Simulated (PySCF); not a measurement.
Two species compared at the same levels of theory.

First species: C₇H₁₃B.
SMILES with atom numbers: `[CH2:1]=[C:2]1[CH2:3][CH2:4][C@H:5]1[B:6]([CH3:7])[CH3:8]` (hydrogens: H9, H10 on C1; H11, H12 on C3; H13, H14 on C4; H15 on C5; H16, H17, H18 on C7; H19, H20, H21 on C8)

Second species: C6H11FO.
SMILES: `C/C=C(/F)COCC`

Levels: B3LYP/def2-SVPD for dipole moment, HOMO energy, LUMO energy, HOMO–LUMO gap, static isotropic polarisability and electronic spatial extent ⟨r²⟩ about the centre of nuclear charge; TDDFT B3LYP/def2-SVPD for lowest singlet excitation; PBE0-D3(BJ)/def2-SVP for rotational constant A and rotational constant C. Geometries: PBE0-D3(BJ)/def2-SVP. Each species is one conformer at its optimised geometry, gas phase, non-relativistic unless stated; the electronic structure was computed with PySCF and density fitting.

Dipoles, sizes and rotational constants follow the conformer. The torsions of the flexible species, by atom-mapped SMILES:
- `[CH2:1]=[C:2]1[CH2:3][CH2:4][C@H:5]1[B:6]([CH3:7])[CH3:8]`: C4–C5–B6–C7 -170°
- `[CH3:1]/[CH:2]=[C:3](/[F:4])[CH2:5][O:6][CH2:7][CH3:8]`: C2–C3–C5–O6 26°, C3–C5–O6–C7 73°, C5–O6–C7–C8 179°

Values for the first species:

| Item | Value |
| --- | --- |
| Dipole moment | 0.49 D |
| HOMO energy | -6.70 eV |
| LUMO energy | -0.68 eV |
| HOMO–LUMO gap | 6.02 eV |
| Lowest singlet excitation | 5.35 eV |
| Static isotropic polarisability | 97.6 au |
| Electronic spatial extent ⟨r²⟩ about the centre of nuclear charge | 1059 bohr² |
| Rotational constant A | 2.642 GHz |
| Rotational constant C | 1.346 GHz |

Q: Estimate the same properties for the second species, and the change in each.

A: 
| property | first | second | second less first |
| --- | --- | --- | --- |
| dipole moment | 0.49 D | 1.30 D | +0.81 D |
| HOMO energy | -6.70 eV | -6.78 eV | -0.08 eV |
| LUMO energy | -0.68 eV | 0.14 eV | +0.82 eV |
| HOMO–LUMO gap | 6.02 eV | 6.92 eV | +0.90 eV |
| lowest singlet excitation | 5.35 eV | 6.29 eV | +0.94 eV |
| static isotropic polarisability | 97.6 au | 80.6 au | -17.0 au |
| electronic spatial extent ⟨r²⟩ about the centre of nuclear charge | 1059 bohr² | 1200 bohr² | +141 bohr² |
| rotational constant A | 2.642 GHz | 2.906 GHz | +0.264 GHz |
| rotational constant C | 1.346 GHz | 1.016 GHz | -0.330 GHz |

On the first: No computed singlet falls in the visible range (750 to 380 nm, 1.65 to 3.26 eV); S1 lies 2.09 eV above its blue end. A dipole of 0.49 D is allowed in C1, and pure rotational transitions are dipole-allowed.

On the second: S1 lies 0.63 eV below the HOMO–LUMO gap; its leading configuration is HOMO→LUMO+1, weight 0.75.
